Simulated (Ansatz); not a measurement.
Kohn–Sham single points on CH8B2OSi, SMILES `BC(B)O[SiH3]`.

```yaml
crystal:
  periodic: [false, false, false]
  atoms:
    - {symbol: B, position_ang: [-1.155578, 0.953939, 0.618132]}
    - {symbol: C, position_ang: [0.255762, 0.451442, 0.235226]}
    - {symbol: B, position_ang: [1.219857, 1.668206, 0.221285]}
    - {symbol: O, position_ang: [0.388446, -0.416437, -0.873094]}
    - {symbol: Si, position_ang: [-0.165314, -1.963824, -0.843198]}
    - {symbol: H, position_ang: [-1.300347, 1.539909, 1.648399]}
    - {symbol: H, position_ang: [-2.080144, 0.785099, -0.119219]}
    - {symbol: H, position_ang: [0.649258, -0.002911, 1.181022]}
    - {symbol: H, position_ang: [1.932698, 1.850679, -0.717999]}
    - {symbol: H, position_ang: [1.250953, 2.391731, 1.170365]}
    - {symbol: H, position_ang: [0.059895, -2.521692, -2.195426]}
    - {symbol: H, position_ang: [-1.611454, -2.012641, -0.488206]}
    - {symbol: H, position_ang: [0.576469, -2.758201, 0.177514]}
basis:
  gaussian: {orbitals: def2-TZVPP}
hamiltonian: {xc: pbe, dispersion: d4}
output: {forces: true, orbitals: {seedname: orbitals}}
```

```sh
$ ansatz run in.yaml --threads 4 --pin off --events-out ev --progress --plain --max-ram 10444MiB
```

It prints (some lines left out):

```
Functional definition: PBE
1429 factors; their error is unknown
mean field evaluation 1: about -12426.1533 eV, gradient 6.3e1 eV
mean field evaluation 2: about -12389.3041 eV, gradient 1.4e2 eV
mean field evaluation 4: about -12434.8368 eV, gradient 1.4e1 eV
mean field evaluation 8: about -12435.1997 eV, gradient 2.5e-1 eV
mean field evaluation 16: about -12435.1636 eV, gradient 5.2e-4 eV
mean field -12435.16355576 eV, -456.9838318175 hartree, gradient 1.3e-5 eV, S^2 0.000000; 0 other end points of the search recorded, 0 dependent functions left out
reference -12435.16361075 eV, -456.9838338385 hartree; 23, 23 occupied and 255, 255 virtual orbitals, 1429 factors
Total energy: -12435.42584485 eV, -456.9934707637 hartree
Atom 0 at    -1.155578     0.953939     0.618132 Å, force     0.025150     0.035683     0.068177 eV/Å
Atom 1 at     0.255762     0.451442     0.235226 Å, force    -0.101448     0.193770    -0.001173 eV/Å
Atom 2 at     1.219857     1.668206     0.221285 Å, force    -0.023527     0.032293     0.095350 eV/Å
Atom 3 at     0.388446    -0.416437    -0.873094 Å, force     0.245878     0.166185    -0.396489 eV/Å
Atom 4 at    -0.165314    -1.963824    -0.843198 Å, force    -0.139171    -0.342614     0.013125 eV/Å
Atom 5 at    -1.300347     1.539909     1.648399 Å, force    -0.023003     0.055365     0.107532 eV/Å
Atom 6 at    -2.080144     0.785099    -0.119219 Å, force    -0.080666    -0.016729    -0.091730 eV/Å
Atom 7 at     0.649258    -0.002911     1.181022 Å, force     0.082781    -0.036296     0.217195 eV/Å
Atom 8 at     1.932698     1.850679    -0.717999 Å, force     0.059167     0.010131    -0.114365 eV/Å
Atom 9 at     1.250953     2.391731     1.170365 Å, force     0.012658     0.073069     0.096277 eV/Å
Atom 10 at     0.059895    -2.521692    -2.195426 Å, force     0.028271    -0.051420    -0.146003 eV/Å
Atom 11 at    -1.611454    -2.012641    -0.488206 Å, force    -0.165154    -0.021240     0.040148 eV/Å
Atom 12 at     0.576469    -2.758201     0.177514 Å, force     0.079063    -0.098198     0.111956 eV/Å
Dipole moment:     0.010323    -0.054629     0.174353 e Å
```

Run time 2.3 s (4 threads of an Arm Neoverse V2 on a shared host); peak host memory 0.37 GiB.

Changing it to `hamiltonian: {xc: {name: wB97X-V}}` and no forces (abridged; 7 s):

```
Functional definition: wB97X-V
mean field evaluation 16: about -12443.3862 eV, gradient 7.3e-5 eV
mean field -12443.38616892 eV, -457.2860072777 hartree, gradient 1.3e-5 eV, S^2 0.000000
Total energy: -12443.38616618 eV, -457.2860071769 hartree
```
